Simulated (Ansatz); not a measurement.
B2BrH3O, SMILES `BB(O)Br`. Charge 0, multiplicity 1.

Cartesian coordinates in Å:
```
B 1.203 0.074 -0.314
B -0.385 -0.009 0.160
O -0.986 0.200 1.337
Br -1.447 -0.524 -1.416
H 1.654 1.078 -0.785
H 1.901 -0.897 -0.308
H -1.941 0.078 1.325
```

Q: What are the harmonic wavenumbers in cm⁻¹ at PBE0-D4/def2-TZVP (Ansatz, finite differences of forces, unscaled)? (Best estimate.)

A: Computed: 111, 295, 300, 338, 521, 602, 742, 820, 936, 1077, 1176, 1443, 2590, 2666, 3838.

Q: Is this a minimum?

A: Yes, all 15 modes are real.

Q: Give the ideal-gas thermochemistry at 298.15 K and 1 bar (rigid rotor, harmonic oscillator; point group Cs, symmetry number 1).

A: Zero-point energy 104.4 kJ/mol; H(298) − E = 121.1 kJ/mol; entropy 316.0 J/(mol·K), of which translation 168.6, rotation 109.4, vibration 38.0; G(298) − E = 26.9 kJ/mol.

Q: Rotational constants (cm⁻¹)?

A: 0.2631, 0.105, 0.07651.
